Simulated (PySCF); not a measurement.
C3H9BO, SMILES CC(C)BO.

Geometry: B3LYP-D3(BJ)/def2-SVP. The structure was generated by enumeration, and PubChem lists no compound with its InChIKey, so it may never have been made. The values are those of a single conformer.

Two levels are set side by side: TDA-PBE/def2-SVPD (PySCF) and TDA-M06-2X/def2-SVPD (PySCF). Vertical, same geometry. The lowest singlet is HOMO→LUMO 99 % with PBE and HOMO→LUMO+1 75 % with the other functional; states are paired by order. Differences are taken from unrounded values.

| quantity | TDA-M06-2X |
|---|---|
| lowest singlet excitation (eV) | 6.41 |
| lowest triplet excitation (TDA) (eV) | 6.04 |

What does TDA-PBE give, and how far is it from TDA-M06-2X? (The exact figures need the calculation; the answer reports its results.)


| quantity | TDA-PBE | TDA-PBE minus TDA-M06-2X |
|---|---|---|
| lowest singlet excitation (eV) | 5.90 | -0.51 |
| lowest triplet excitation (TDA) (eV) | 5.41 | -0.63 |

A lower first singlet is the usual sign of a functional without exact exchange. Differences between two approximate levels are no errors against the true value.

Rough cost on one machine, each run with all the roots and properties that it gave: TDA-M06-2X against TDA-PBE about 8 times.
